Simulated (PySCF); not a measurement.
**SMILES O[SiH2]CC[SiH3], C$_{2}$H$_{10}$OSi$_{2}$**

Molfile (atoms numbered from 1):
```
C2H10OSi2
     RDKit          3D

 15 14  0  0  0  0  0  0  0  0999 V2000
    2.2848   -0.4643    1.0564 O   0  0  0  0  0  0  0  0  0  0  0  0
    2.0663   -0.1635   -0.5286 Si  0  0  0  0  0  4  0  0  0  0  0  0
    0.3105    0.5440   -0.6257 C   0  0  0  0  0  0  0  0  0  0  0  0
   -0.7534   -0.4331   -0.1218 C   0  0  0  0  0  0  0  0  0  0  0  0
   -2.5053    0.2953   -0.2043 Si  0  0  0  0  0  4  0  0  0  0  0  0
    3.0948   -0.8395    1.3885 H   0  0  0  0  0  0  0  0  0  0  0  0
    2.1834   -1.4090   -1.2940 H   0  0  0  0  0  0  0  0  0  0  0  0
    3.0659    0.7972   -1.0039 H   0  0  0  0  0  0  0  0  0  0  0  0
    0.2541    1.4654   -0.0433 H   0  0  0  0  0  0  0  0  0  0  0  0
    0.0895    0.8202   -1.6581 H   0  0  0  0  0  0  0  0  0  0  0  0
   -0.7040   -1.3520   -0.7103 H   0  0  0  0  0  0  0  0  0  0  0  0
   -0.5135   -0.7139    0.9052 H   0  0  0  0  0  0  0  0  0  0  0  0
   -3.4787   -0.6915    0.2698 H   0  0  0  0  0  0  0  0  0  0  0  0
   -2.8193    0.6571   -1.5902 H   0  0  0  0  0  0  0  0  0  0  0  0
   -2.5794    1.4957    0.6328 H   0  0  0  0  0  0  0  0  0  0  0  0
  1  2  1  0
  2  3  1  0
  3  4  1  0
  4  5  1  0
  1  6  1  0
  2  7  1  0
  2  8  1  0
  3  9  1  0
  3 10  1  0
  4 11  1  0
  4 12  1  0
  5 13  1  0
  5 14  1  0
  5 15  1  0
M  END
```

Computed, not measured: GIAO B3LYP/pcSseg-1 magnetisability, rotational g tensor and spin-rotation constants, non-relativistic, gas phase in PySCF. Geometry: GFN2-xTB.

Problem. Give the nuclear spin-rotation constants along the inertial axes (H = +C I·J) beside the isotropic shieldings.

Solution. Rotational constants 8.6097, 1.1056, 1.0413 GHz. A star marks the isotopologue with that one atom substituted, in its own axes.
| atom | isotope | Caa (kHz) | Cbb (kHz) | Ccc (kHz) | mean (kHz) | σ (ppm) |
| --- | --- | --- | --- | --- | --- | --- |
| H6 | 1H | -0.219 | -0.106 | -0.140 | -0.155 | 31.1 |
| H7 | 1H | -0.681 | -0.102 | 0.050 | -0.244 | 26.9 |
| H8 | 1H | -0.308 | -0.044 | -0.046 | -0.133 | 26.7 |
| H9 | 1H | -0.829 | -0.135 | 0.015 | -0.317 | 30.8 |
| H10 | 1H | -0.757 | 0.001 | -0.134 | -0.297 | 31.4 |
| H11 | 1H | -0.839 | -0.132 | 0.007 | -0.321 | 31.2 |
| H12 | 1H | -0.746 | 0.006 | -0.121 | -0.287 | 30.5 |
| H13 | 1H | -0.453 | -0.045 | -0.051 | -0.183 | 27.8 |
| H14 | 1H | -0.692 | 0.031 | -0.100 | -0.254 | 28.1 |
| H15 | 1H | -0.786 | -0.100 | 0.035 | -0.283 | 28.1 |
| O1 | 17O* | -0.227 | -0.109 | -0.052 | -0.129 | 325.6 |
| Si2 | 29Si* | -5.259 | -0.662 | -0.684 | -2.201 | 357.1 |
| C3 | 13C* | 1.287 | 0.149 | 0.159 | 0.531 | 166.9 |
| C4 | 13C* | 1.275 | 0.142 | 0.119 | 0.512 | 176.8 |
| Si5 | 29Si* | -4.406 | -0.653 | -0.616 | -1.892 | 403.3 |

For the geometry as given, no vibrational averaging.

Problem. How do the rotational constants and the g tensor change when H6, H7, H8, H9, H10, H11, H12, H13, H14, H15 are replaced by deuterium?

Solution. Constants 6.2412, 0.9721, 0.9184 GHz; g -0.0617, -0.0066, -0.0075, against -0.0853, -0.0075, -0.0085 before.
